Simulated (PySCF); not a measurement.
Computed IR spectrum (relative IR intensity) of a molecule C4H6ClF. Geometry: B3LYP-D3(BJ)/def2-SVP. The values are those of a single conformer. All values below come from B3LYP-D3(BJ)/def2-SVP (PySCF). Frequencies are harmonic and unscaled.

ν (cm⁻¹): 327 (vw), 391 (w), 438 (w), 544 (m), 678 (m), 727 (m), 842 (w), 916 (m), 952 (vw), 994 (s), 1039 (m), 1076 (m), 1123 (m), 1239 (s), 1305 (vs), 1364 (m), 1412 (m), 1449 (w), 1453 (m), 1486 (m), 3037 (m), 3121 (m), 3126 (vw), 3135 (m), 3174 (w), 3230 (vw) (against the strongest line: vs over 80 %, s over 45 %, m over 15 %, w over 4 %, vw less)

### Question
Identify the compound among the candidates.
A. C[C@@H](F)/C=C\Cl
B. FC1(CCl)CC1
C. C[C@]1(F)C[C@H]1Cl
D. CC/C(Cl)=C\F

### Answer
C, C[C@]1(F)C[C@H]1Cl
